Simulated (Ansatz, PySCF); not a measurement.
System (SMILES): NB (BH2-NH2).
Geometry (B3LYP-D3(BJ)/def2-TZVP, fixed):
```
B
N 1 1.3876
H 2 1.0069 1 123.31
H 2 1.0069 3 113.37 1 180.00
H 1 1.1928 2 119.04 3 0.00
H 1 1.1928 5 121.92 2 180.00
```

Near-linear dependence at PBE0/aug-cc-pVDZ with PySCF (spherical functions, density fitting): canonical orthogonalisation drops combinations whose overlap eigenvalue lies under the threshold. The set has 82 functions.

```json
[
 {"threshold": "1e-3", "orbitals kept": "___", "energy minus last row (mEh)": "___"},
 {"threshold": "1e-4", "orbitals kept": "___", "energy minus last row (mEh)": "___"},
 {"threshold": "1e-5", "orbitals kept": "___", "energy minus last row (mEh)": "___"},
 {"threshold": "1e-6", "orbitals kept": "82", "energy minus last row (mEh)": "0.000"},
 {"threshold": "1e-7", "orbitals kept": "82", "energy minus last row (mEh)": "0.000"},
 {"threshold": "1e-9", "orbitals kept": "82", "energy minus last row (mEh)": "0.000"}
]
```

Question: Complete the blanks.

Answer: 
- 1e-3, orbitals kept: 78
- 1e-3, energy minus last row (mEh): 0.652
- 1e-4, orbitals kept: 82
- 1e-4, energy minus last row (mEh): 0.000
- 1e-5, orbitals kept: 82
- 1e-5, energy minus last row (mEh): 0.000

The smallest overlap eigenvalue is 1.9e-04. Ansatz (a quantum-chemistry and plane-wave program) at its default drops 0 functions.
